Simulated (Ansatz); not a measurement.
Job for Ansatz (an electronic-structure program): R-wB97X-V/def2-TZVPP on AlBrFH2N (SMILES [NH2][Al]([F])[Br]), a point of a torsion scan.

Ansatz 0.2 input:
```yaml
crystal:
  periodic: [false, false, false]
  atoms:
    - {symbol: N, position_ang: [-1.04835706, -0.06980088, -0.16322689]}
    - {symbol: Al, position_ang: [0.71440047, -0.00895063, -0.35351261]}
    - {symbol: F, position_ang: [1.77351749, -0.50316926, 0.81380160]}
    - {symbol: Br, position_ang: [1.60244249, 0.92223072, -2.18883092]}
    - {symbol: H, position_ang: [-1.63895559, -0.82474359, -0.48545405]}
    - {symbol: H, position_ang: [-1.48350011, 0.29697322, 0.67467853]}
basis:
  gaussian:
    orbitals: def2-TZVPP
hamiltonian:
  xc: {name: wB97X-V}
scf: {lower_state_search: off}
```

Q: What total energy does the run end on?

A: -2972.3156 hartree.

Q: How many basis functions does it have, and what does it roughly cost on one machine?

A: 180 functions; very roughly 6 core-seconds.
